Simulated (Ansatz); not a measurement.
Ansatz (a program for electronic structure) input for K(OtBu) (C₄H₉KO), SMILES CC([O][K])(C)C, r2SCAN-D4/def2-SVP. 

Ansatz 0.2 input:
```yaml
crystal:
  periodic: [false, false, false]
  atoms:
    - {symbol: K, position_ang: [-2.18481813, 0.05642653, 0.00000000]}
    - {symbol: O, position_ang: [-0.19788331, 0.83673262, 0.00000001]}
    - {symbol: C, position_ang: [0.89583689, 0.03951142, 0.00000000]}
    - {symbol: C, position_ang: [0.95875282, -0.87005546, 1.25033990]}
    - {symbol: C, position_ang: [2.17221377, 0.92138640, 0.00000002]}
    - {symbol: C, position_ang: [0.95875282, -0.87005541, -1.25033993]}
    - {symbol: H, position_ang: [1.87380940, -1.45658298, 1.26570193]}
    - {symbol: H, position_ang: [0.91976037, -0.24965234, 2.14235226]}
    - {symbol: H, position_ang: [0.10056536, -1.55206026, 1.25872874]}
    - {symbol: H, position_ang: [2.16015272, 1.55648961, 0.88034799]}
    - {symbol: H, position_ang: [3.07269736, 0.31292499, 0.00000001]}
    - {symbol: H, position_ang: [2.16015273, 1.55648965, -0.88034792]}
    - {symbol: H, position_ang: [0.10056536, -1.55206022, -1.25872880]}
    - {symbol: H, position_ang: [0.91976038, -0.24965226, -2.14235226]}
    - {symbol: H, position_ang: [1.87380940, -1.45658294, -1.26570198]}
basis:
  gaussian:
    orbitals: def2-SVP
hamiltonian:
  xc: r2scan
  dispersion: d4
relax: {f_tol: 0.002, max_steps: 200}
```

Program output:

```
WARN ansatz: RAYON_NUM_THREADS=2 ignored (pool sized by the plan → 2); use --threads N
Functional definition: r2SCAN
integrals: 0.11 GiB planned
1573 factors; their error is unknown
mean field: 0.57 GiB planned
mean field evaluation 1: about -22639.1971 eV, gradient 8.3e1 eV
mean field evaluation 2: about -22464.2051 eV, gradient 2.2e2 eV
mean field evaluation 4: about -22655.3244 eV, gradient 9.3e0 eV
mean field evaluation 8: about -22655.6497 eV, gradient 3.6e-1 eV
mean field evaluation 16: about -22655.5742 eV, gradient 2.4e-3 eV
mean field -22655.57416748 eV, -832.5769941551 hartree, gradient 1.6e-5 eV, S^2 0.000000; 0 other end points of the search recorded, 0 dependent functions left out
the calculation of the forces begins
reference -22655.57422797 eV, -832.5769963780 hartree; 30, 30 occupied and 109, 109 virtual orbitals, 1573 factors
relax step   1: F+E_penalty+E_count = -22655.66263146 eV  Δ(F+E_penalty+E_count) = +0.000e0 eV  max|allowed force component| = 1.919e0 eV/Å  Δτ_max = 0.0000 Å  (32 SCF iters, accepted)
these checks for a lower state are left out or cut short: starts, cluster_reference, orbital_swaps, neighbouring_geometries, increment
integrals: 0.11 GiB planned
1573 factors; their error is unknown
mean field: 0.57 GiB planned
mean field -22655.80692776 eV, -832.5855479376 hartree, gradient 8.4e-6 eV, S^2 0.000000; 0 other end points of the search recorded, 0 dependent functions left out
the calculation of the forces begins
reference -22655.80698998 eV, -832.5855502243 hartree; 30, 30 occupied and 109, 109 virtual orbitals, 1573 factors
relax step   2: F+E_penalty+E_count = -22655.89490056 eV  Δ(F+E_penalty+E_count) = -2.323e-1 eV  max|allowed force component| = 2.869e-1 eV/Å  Δτ_max = 0.1907 Å  (31 SCF iters, accepted)
these checks for a lower state are left out or cut short: starts, cluster_reference, orbital_swaps, neighbouring_geometries, increment
integrals: 0.11 GiB planned
1573 factors; their error is unknown
mean field: 0.57 GiB planned
mean field evaluation 32: about -22655.8488 eV, gradient 3.2e-1 eV
mean field -22655.84899929 eV, -832.5870940379 hartree, gradient 8.9e-6 eV, S^2 0.000000; 0 other end points of the search recorded, 0 dependent functions left out
the calculation of the forces begins
reference -22655.84905800 eV, -832.5870961954 hartree; 30, 30 occupied and 109, 109 virtual orbitals, 1573 factors
relax step   3: F+E_penalty+E_count = -22655.93674342 eV  Δ(F+E_penalty+E_count) = -4.184e-2 eV  max|allowed force component| = 2.799e-1 eV/Å  Δτ_max = 0.1947 Å  (31 SCF iters, accepted)
these checks for a lower state are left out or cut short: starts, cluster_reference, orbital_swaps, neighbouring_geometries, increment
integrals: 0.11 GiB planned
1573 factors; their error is unknown
mean field: 0.57 GiB planned
mean field -22655.89361535 eV, -832.5887336480 hartree, gradient 9.7e-6 eV, S^2 0.000000; 0 other end points of the search recorded, 0 dependent functions left out
the calculation of the forces begins
reference -22655.89366830 eV, -832.5887355936 hartree; 30, 30 occupied and 109, 109 virtual orbitals, 1573 factors
relax step   4: F+E_penalty+E_count = -22655.98134646 eV  Δ(F+E_penalty+E_count) = -4.460e-2 eV  max|allowed force component| = 2.505e-1 eV/Å  Δτ_max = 0.1952 Å  (31 SCF iters, accepted)
these checks for a lower state are left out or cut short: starts, cluster_reference, orbital_swaps, neighbouring_geometries, increment
integrals: 0.11 GiB planned
1573 factors; their error is unknown
mean field: 0.57 GiB planned
mean field -22655.93956814 eV, -832.5904223816 hartree, gradient 8.9e-6 eV, S^2 0.000000; 0 other end points of the search recorded, 0 dependent functions left out
the calculation of the forces begins
reference -22655.93961485 eV, -832.5904240983 hartree; 30, 30 occupied and 109, 109 virtual orbitals, 1573 factors
relax step   5: F+E_penalty+E_count = -22656.02737487 eV  Δ(F+E_penalty+E_count) = -4.603e-2 eV  max|allowed force component| = 1.835e-1 eV/Å  Δτ_max = 0.1950 Å  (31 SCF iters, accepted)
these checks for a lower state are left out or cut short: starts, cluster_reference, orbital_swaps, neighbouring_geometries, increment
integrals: 0.11 GiB planned
1573 factors; their error is unknown
mean field: 0.57 GiB planned
mean field -22655.97629240 eV, -832.5917719733 hartree, gradient 8.3e-6 eV, S^2 0.000000; 0 other end points of the search recorded, 0 dependent functions left out
the calculation of the forces begins
reference -22655.97633368 eV, -832.5917734903 hartree; 30, 30 occupied and 109, 109 virtual orbitals, 1573 factors
relax step   6: F+E_penalty+E_count = -22656.06418578 eV  Δ(F+E_penalty+E_count) = -3.681e-2 eV  max|allowed force component| = 1.658e-1 eV/Å  Δτ_max = 0.1950 Å  (31 SCF iters, accepted)
these checks for a lower state are left out or cut short: starts, cluster_reference, orbital_swaps, neighbouring_geometries, increment
integrals: 0.11 GiB planned
1573 factors; their error is unknown
mean field: 0.57 GiB planned
mean field evaluation 64: about -22656.0057 eV, gradient 3.3e-1 eV
mean field -22656.00597147 eV, -832.5928626592 hartree, gradient 7.6e-6 eV, S^2 0.000000; 0 other end points of the search recorded, 0 dependent functions left out
the calculation of the forces begins
reference -22656.00600873 eV, -832.5928640285 hartree; 30, 30 occupied and 109, 109 virtual orbitals, 1573 factors
relax step   7: F+E_penalty+E_count = -22656.09389420 eV  Δ(F+E_penalty+E_count) = -2.971e-2 eV  max|allowed force component| = 9.722e-2 eV/Å  Δτ_max = 0.2000 Å  (31 SCF iters, accepted)
these checks for a lower state are left out or cut short: starts, cluster_reference, orbital_swaps, neighbouring_geometries, increment
integrals: 0.11 GiB planned
1573 factors; their error is unknown
mean field: 0.57 GiB planned
mean field -22656.02219912 eV, -832.5934590143 hartree, gradient 8.3e-6 eV, S^2 0.000000; 0 other end points of the search recorded, 0 dependent functions left out
the calculation of the forces begins
reference -22656.02223413 eV, -832.5934603010 hartree; 30, 30 occupied and 109, 109 virtual orbitals, 1573 factors
relax step   8: F+E_penalty+E_count = -22656.11019330 eV  Δ(F+E_penalty+E_count) = -1.630e-2 eV  max|allowed force component| = 1.480e-1 eV/Å  Δτ_max = 0.2000 Å  (30 SCF iters, accepted)
these checks for a lower state are left out or cut short: starts, cluster_reference, orbital_swaps, neighbouring_geometries, increment
integrals: 0.11 GiB planned
1573 factors; their error is unknown
mean field: 0.57 GiB planned
mean field -22656.00440188 eV, -832.5928049777 hartree, gradient 8.0e-6 eV, S^2 0.000000; 0 other end points of the search recorded, 0 dependent functions left out
the calculation of the forces begins
reference -22656.00443700 eV, -832.5928062684 hartree; 30, 30 occupied and 109, 109 virtual orbitals, 1573 factors
relax step   9: F+E_penalty+E_count = -22656.09230439 eV  Δ(F+E_penalty+E_count) = +1.789e-2 eV  max|allowed force component| = 6.384e-1 eV/Å  Δτ_max = 0.1738 Å  (31 SCF iters, rejected (line search))
these checks for a lower state are left out or cut short: starts, cluster_reference, orbital_swaps, neighbouring_geometries, increment
integrals: 0.11 GiB planned
1573 factors; their error is unknown
mean field: 0.57 GiB planned
mean field -22656.02703904 eV, -832.5936368779 hartree, gradient 2.5e-5 eV, S^2 0.000000; 0 other end points of the search recorded, 0 dependent functions left out
the calculation of the forces begins
reference -22656.02707364 eV, -832.5936381494 hartree; 30, 30 occupied and 109, 109 virtual orbitals, 1573 factors
relax step  10: F+E_penalty+E_count = -22656.11501340 eV  Δ(F+E_penalty+E_count) = -4.820e-3 eV  max|allowed force component| = 3.511e-2 eV/Å  Δτ_max = 0.0869 Å  (30 SCF iters, accepted)
these checks for a lower state are left out or cut short: starts, cluster_reference, orbital_swaps, neighbouring_geometries, increment
integrals: 0.11 GiB planned
1573 factors; their error is unknown
mean field: 0.56 GiB planned
mean field evaluation 96: about -22656.0279 eV, gradient 3.1e-1 eV
mean field -22656.02807177 eV, -832.5936748302 hartree, gradient 2.0e-5 eV, S^2 0.000000; 0 other end points of the search recorded, 0 dependent functions left out
the calculation of the forces begins
reference -22656.02810627 eV, -832.5936760980 hartree; 30, 30 occupied and 109, 109 virtual orbitals, 1573 factors
relax step  11: F+E_penalty+E_count = -22656.11604066 eV  Δ(F+E_penalty+E_count) = -1.027e-3 eV  max|allowed force component| = 5.176e-3 eV/Å  Δτ_max = 0.0539 Å  (31 SCF iters, accepted)
these checks for a lower state are left out or cut short: starts, cluster_reference, orbital_swaps, neighbouring_geometries, increment
integrals: 0.11 GiB planned
1573 factors; their error is unknown
mean field: 0.57 GiB planned
mean field -22656.02819728 eV, -832.5936794426 hartree, gradient 1.7e-5 eV, S^2 0.000000; 0 other end points of the search recorded, 0 dependent functions left out
the calculation of the forces begins
reference -22656.02823177 eV, -832.5936807099 hartree; 30, 30 occupied and 109, 109 virtual orbitals, 1573 factors
relax step  12: F+E_penalty+E_count = -22656.11616429 eV  Δ(F+E_penalty+E_count) = -1.236e-4 eV  max|allowed force component| = 7.491e-3 eV/Å  Δτ_max = 0.0281 Å  (32 SCF iters, accepted)
these checks for a lower state are left out or cut short: starts, cluster_reference, orbital_swaps, neighbouring_geometries, increment
integrals: 0.11 GiB planned
1573 factors; their error is unknown
mean field: 0.56 GiB planned
mean field -22656.02819590 eV, -832.5936793918 hartree, gradient 1.8e-5 eV, S^2 0.000000; 0 other end points of the search recorded, 0 dependent functions left out
the calculation of the forces begins
reference -22656.02823038 eV, -832.5936806590 hartree; 30, 30 occupied and 109, 109 virtual orbitals, 1573 factors
relax step  13: F+E_penalty+E_count = -22656.11616484 eV  Δ(F+E_penalty+E_count) = -5.505e-7 eV  max|allowed force component| = 6.101e-3 eV/Å  Δτ_max = 0.0011 Å  (23 SCF iters, accepted)
these checks for a lower state are left out or cut short: starts, cluster_reference, orbital_swaps, neighbouring_geometries, increment
integrals: 0.11 GiB planned
1573 factors; their error is unknown
mean field: 0.56 GiB planned
mean field -22656.02819999 eV, -832.5936795420 hartree, gradient 6.5e-5 eV, S^2 0.000000; 0 other end points of the search recorded, 0 dependent functions left out
the calculation of the forces begins
reference -22656.02823447 eV, -832.5936808092 hartree; 30, 30 occupied and 109, 109 virtual orbitals, 1573 factors
relax step  14: F+E_penalty+E_count = -22656.11616793 eV  Δ(F+E_penalty+E_count) = -3.089e-6 eV  max|allowed force component| = 8.097e-4 eV/Å  Δτ_max = 0.0007 Å  (21 SCF iters, accepted)
integrals: 0.11 GiB planned
1573 factors; their error is unknown
mean field: 0.56 GiB planned
mean field evaluation 128: about -22656.0020 eV, gradient 6.9e0 eV
mean field -22656.02819999 eV, -832.5936795420 hartree, gradient 6.5e-5 eV, S^2 0.000000; 1 other end points of the search recorded, 0 dependent functions left out
the calculation of the forces begins
reference -22656.02823447 eV, -832.5936808092 hartree; 30, 30 occupied and 109, 109 virtual orbitals, 1573 factors
Total energy: -22656.11620241 eV, -832.5969135714 hartree
Atom 0 at    -2.401955     1.349461     0.000000 Å, force    -0.000110    -0.000018    -0.000000 eV/Å
Atom 1 at    -0.351223     0.430729     0.000000 Å, force    -0.000742     0.000365     0.000000 eV/Å
Atom 2 at     0.898444    -0.129449    -0.000000 Å, force     0.000810    -0.000399     0.000000 eV/Å
Atom 3 at     1.093855    -1.010883     1.254700 Å, force     0.000102     0.000015     0.000055 eV/Å
Atom 4 at     1.982862     0.972101     0.000000 Å, force     0.000142     0.000022     0.000000 eV/Å
Atom 5 at     1.093855    -1.010883    -1.254700 Å, force     0.000102     0.000015    -0.000055 eV/Å
Atom 6 at     2.088949    -1.488699     1.304840 Å, force    -0.000030     0.000038     0.000034 eV/Å
Atom 7 at     0.957216    -0.393963     2.159142 Å, force     0.000005     0.000071     0.000022 eV/Å
Atom 8 at     0.325677    -1.802725     1.267882 Å, force    -0.000046    -0.000049     0.000060 eV/Å
Atom 9 at     1.855588     1.609780     0.891319 Å, force     0.000004     0.000004    -0.000055 eV/Å
Atom 10 at     3.013432     0.573398     0.000000 Å, force    -0.000170    -0.000129     0.000000 eV/Å
Atom 11 at     1.855588     1.609780    -0.891319 Å, force     0.000004     0.000004     0.000055 eV/Å
Atom 12 at     0.325677    -1.802725    -1.267883 Å, force    -0.000046    -0.000049    -0.000060 eV/Å
Atom 13 at     0.957216    -0.393963    -2.159142 Å, force     0.000005     0.000071    -0.000022 eV/Å
Atom 14 at     2.088949    -1.488699    -1.304840 Å, force    -0.000030     0.000038    -0.000034 eV/Å
Dipole moment:    -1.726389     0.773487    -0.000000 e Å
```

The calculation finished and met its thresholds.
